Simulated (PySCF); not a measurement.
First SCF of a structure search on quartet Cu₃, at a hand-made obtuse triangle geometry. PySCF input:

```python
from pyscf import gto, scf, dft
mol = gto.M(atom='''
Cu     0.000000     0.000000     0.000000
Cu     1.747200     1.344000     0.000000
Cu    -1.747200     1.344000     0.000000''',
    basis={'Cu': 'def2-TZVP'},
    charge=0, spin=3)
mf = dft.UKS(mol, xc='PBE0')
mf.grids.atom_grid = (50, 194)
aux = {'Cu': 'def2-universal-JKFIT'}
mf = mf.density_fit(auxbasis=aux)
mf.conv_tol = 1e-08
mf.diis_space = 10
mf.max_cycle = 60
mf.init_guess = 'minao'
mf.verbose = 4
mf.kernel()
```

Excerpt of the output (cycles alone):

```
init E= -4919.86619764503
cycle= 1 E= -4917.77667349548  delta_E= 2.09  |g|= 4.06  |ddm|= 3.55
cycle= 2 E= -4911.83094664436  delta_E= 5.95  |g|= 7.56  |ddm|= 5.23
cycle= 3 E= -4920.36310035674  delta_E= -8.53  |g|= 1.34  |ddm|= 2.63
cycle= 4 E= -4920.71335804787  delta_E= -0.35  |g|= 0.229  |ddm|= 1.37
cycle= 5 E= -4920.70264202759  delta_E= 0.0107  |g|= 0.355  |ddm|= 0.24
cycle= 6 E= -4920.72497386199  delta_E= -0.0223  |g|= 0.0194  |ddm|= 0.133
cycle= 7 E= -4920.7253408944  delta_E= -0.000367  |g|= 0.0077  |ddm|= 0.0456
cycle= 8 E= -4920.72550119813  delta_E= -0.00016  |g|= 0.00822  |ddm|= 0.0354
cycle= 9 E= -4920.72556572966  delta_E= -6.45e-05  |g|= 0.00431  |ddm|= 0.0226
cycle= 10 E= -4920.72558704776  delta_E= -2.13e-05  |g|= 0.00304  |ddm|= 0.0128
cycle= 11 E= -4920.72559963055  delta_E= -1.26e-05  |g|= 0.000818  |ddm|= 0.0123
cycle= 12 E= -4920.72560299361  delta_E= -3.36e-06  |g|= 0.000344  |ddm|= 0.0074
cycle= 13 E= -4920.72560382269  delta_E= -8.29e-07  |g|= 0.000105  |ddm|= 0.00451
cycle= 14 E= -4920.7256039026  delta_E= -7.99e-08  |g|= 6.85e-05  |ddm|= 0.00118
cycle= 15 E= -4920.72560393037  delta_E= -2.78e-08  |g|= 3.28e-05  |ddm|= 0.000569
cycle= 16 E= -4920.72560393941  delta_E= -9.04e-09  |g|= 3.68e-05  |ddm|= 0.00035
Extra cycle  E= -4920.72560393921  delta_E= 2e-10  |g|= 0.000112  |ddm|= 0.00012
converged SCF energy = -4920.72560393921  <S^2> = 3.7589576  2S+1 = 4.0044763
```

No lower solution of this spin was found from smeared starts or by a stability analysis within the unrestricted form.

Other spin states or occupations of the open shell can lie lower.

The search for the lowest solution, 3 starts and the stability check together, took 30 s on 4 threads of a shared Arm Neoverse V1 host, with 135 basis functions.
